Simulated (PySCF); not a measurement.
# Computed properties of GeH2, SMILES [GeH2]

GeH₂, SMILES [GeH2] (connectivity only; charge and spin as stated), neutral, multiplicity 1. Geometry optimised at PBE0-D3(BJ)/def2-TZVPD. The isomer is the one that the SMILES or the coordinates give; other isomers of the formula were not compared. Other conformers were not sampled. All values are computed for the isolated molecule unless a solvent is named; none is compared with measurement here.

**Structure.** The optimised structure has C2v symmetry. All 3 harmonic modes at PBE0-D3(BJ)/def2-TZVPD (PySCF) are real, so it is a minimum.

**Vibrations.** The strongest infrared lines (harmonic, unscaled, degenerate partners summed) lie at 1935 cm⁻¹ (352 km/mol, H 99 %), 1926 cm⁻¹ (306 km/mol, H 99 %), 934 cm⁻¹ (61 km/mol, H 99 %). The softest mode is at 934 cm⁻¹ and the zero-point energy is 6.9 kcal/mol.

**Electronic structure.** M06-2X/def2-TZVPD (PySCF) places the frontier levels at -7.85 and -2.14 eV, a gap of 5.71 eV, and gives a dipole moment of 0.09 D and a mean polarisability of 38.2 bohr³. PBE/def2-TZVPD (PySCF) at the same geometry gives -5.89 and -3.95 eV, so its gap is 3.77 eV narrower. An orbital gap is neither the optical nor the fundamental gap.

**Excitations.** TDA-B3LYP/def2-TZVPD (PySCF) has S1 at 2.57 eV (483 nm, f = 0.017, weak); the most intense of the 10 singlets computed lies at 8.06 eV (f = 0.38). T1 (TDA) is at 1.41 eV, 1.16 eV under S1. TDA-PBE/def2-TZVPD (PySCF) puts S1 at 2.53 eV.

**NMR.** GIAO shifts at PBE0/pcSseg-2 (PySCF) (non-relativistic, atoms alike by connectivity averaged): ¹H at 14.0 ppm against TMS.
